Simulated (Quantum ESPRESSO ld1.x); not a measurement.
Ni I, configuration [Ne] 3s2 3p5 3d9 4s2 (not the ground configuration).

Method: scalar-relativistic Kohn-Sham, BLYP, spin-unpolarised, spherical densities, point nucleus; computed with ld1.x of Quantum ESPRESSO 7.5.

Energy parts (eV):
total: -41322.9
kinetic: 41898.9
electron-nucleus: -99154.5
Hartree: 17658.2
exchange-correlation: -1725.5

Orbitals (lengths in bohr, moments of r in powers of bohr):
[
 {"orbital": "1s", "occ.": "2", "eigenvalue (eV)": "-8220.07", "<r>": "0.05408", "<r^4>": "0.00003980", "<1/r>": "28.09"},
 {"orbital": "2s", "occ.": "2", "eigenvalue (eV)": "-983.768", "<r>": "0.2449", "<r^4>": "0.008717", "<1/r>": "6.072"},
 {"orbital": "2p", "occ.": "6", "eigenvalue (eV)": "-847.237", "<r>": "0.2151", "<r^4>": "0.006538", "<1/r>": "5.962"},
 {"orbital": "3s", "occ.": "2", "eigenvalue (eV)": "-111.807", "<r>": "0.7389", "<r^4>": "0.6487", "<1/r>": "1.922"},
 {"orbital": "3p", "occ.": "5", "eigenvalue (eV)": "-72.2057", "<r>": "0.7764", "<r^4>": "0.8987", "<1/r>": "1.776"},
 {"orbital": "3d", "occ.": "9", "eigenvalue (eV)": "-9.5212", "<r>": "0.9953", "<r^4>": "5.405", "<1/r>": "1.374"},
 {"orbital": "4s", "occ.": "2", "eigenvalue (eV)": "-5.6440", "<r>": "2.790", "<r^4>": "149.8", "<1/r>": "0.4689"}
]

The highest occupied level is 4s at -5.644 eV. The density falls to 0.001 e/bohr^3 at r = 4.30 bohr. Summed over all electrons, <r^2> = 35.62 bohr^2, which gives a Langevin (diamagnetic) susceptibility term of -28.2 x 10^-6 cm^3/mol.
